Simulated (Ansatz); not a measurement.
A structure relaxed at r2SCAN/def2-TZVP in Ansatz, charge 0, doublet:

Cartesian coordinates in Å:
```
Li 1.230 -0.679 -1.077
Li 1.736 -0.163 1.908
Li -0.164 1.662 0.372
Li -0.973 -0.952 0.861
Na -1.829 0.132 -2.065
```

Q: Give its formula.

A: NaLi₄.

Q: Summarise the bond lengths by kind (pairs closer than 1.2 times the sum of covalent radii, bridged metal pairs left out).

A: 5 × Li–Li 2.78 to 3.07 Å; 3 × Li–Na 3.24 to 3.32 Å.

The charge 0 doublet is spin-contaminated (final ⟨S²⟩ up to 1.40, 0.75 for a pure state). The structure comes from a short search, and lower isomers may exist.
